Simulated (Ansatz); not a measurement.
Compare A (`O[SiH2]/C=C/F`) with its isomer B (`FC1CO[SiH2]1`).

Gas-phase electronic energies from Ansatz, PBE0-D4/def2-TZVP geometries. CCSD(T)/CBS adds triple-zeta CCSD(T) − MP2 to the extrapolated MP2 energy (def2 sets, frozen cores). DFT in def2-TZVPP. Each species was taken in one conformer, which may not be the lowest.

(1) Which isomer does CCSD(T)/CBS put lower? Give the gap. (Estimate.)

(2) Give E(B) − E(A) in kcal/mol with PBE0-D4, PBE-D4, r2SCAN-D4, CCSD/def2-TZVPP, B2PLYP, CCSD(T)/def2-SVP, LDA (SPW92). (Best estimate.)

(3) Does the order hold for the free energy at 298.15 K (harmonic terms from PBE0-D4)? (An estimate is asked.)

Largest T1 diagnostic: 0.012.

Results:

(1) The calculation gave: A, by 20.6 kcal/mol.

(2) The calculation gave: PBE0-D4 17.3, PBE-D4 18.2, r2SCAN-D4 20.1, CCSD/def2-TZVPP 20.1, B2PLYP 21.3, CCSD(T)/def2-SVP 19.1, LDA (SPW92) 15.2. None reverses the order clearly.

(3) Computed: Yes: G(B) − G(A) = +23.3 kcal/mol, for one conformer each.

From PBE to PBE0 (25 % exact exchange), in def2-TZVPP and without D4, E(B) − E(A) moves by −1.0 kcal/mol. Leaving LDA and LC-ωPBE aside and taking each functional with its dispersion term where it has one, the values, not all of them listed here, spread over 5.8 kcal/mol, from ωB97X-V to BLYP-D4. LDA lies −3.2 kcal/mol from PBE without D4.
